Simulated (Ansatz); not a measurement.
Isolated molecules relaxed with PBE0-D4/def2-TZVP in Ansatz; ΔE leaves out vibrations. CBS: MP2 limit from def2 TZ/QZ plus the TZ coupled-cluster correction, frozen cores. This one scheme is used for every species. DFT in def2-TZVPP. B3LYP here is the variant with VWN-RPA as its local correlation; programs differ in this. One conformer a species, not always the lowest.

`C=[CH][AlH][OH]` + H–F → `C=[CH][AlH][F]` + H₂O  (ligand exchange at the Al–O bond)

```
           level  ΔE (kcal/mol)
         BLYP-D4          -12.6
         PBE0-D4          -12.2
        B3LYP-D4          -12.6
         ωB97M-V          -12.7
        PBE-QIDH          -12.3
         r2SCANh          -12.7
CCSD(T)/def2-SVP          -13.2
   HF/def2-TZVPP          -13.8
```

Problem. What does CCSD(T)/CBS give? (An estimate is asked.)

Solution. The calculation gave: -12.6 kcal/mol. The listed levels differ from it by 0.0, 0.4, 0.0, -0.1, 0.3, -0.1, -0.6, -1.2 kcal/mol.

Largest T1 diagnostic among the species: 0.012.

In def2-TZVPP, CCSD(T) changes the Hartree–Fock value by +1.7 kcal/mol (the triples alone add +0.3 kcal/mol) and MP2 by +1.9 kcal/mol. Leaving LDA and LC-ωPBE aside and taking each functional with its dispersion term where it has one, the values, not all of them listed here, spread over 1.4 kcal/mol, from B97M-V to revPBE-D4. LDA lies +1.2 kcal/mol from PBE without D4.
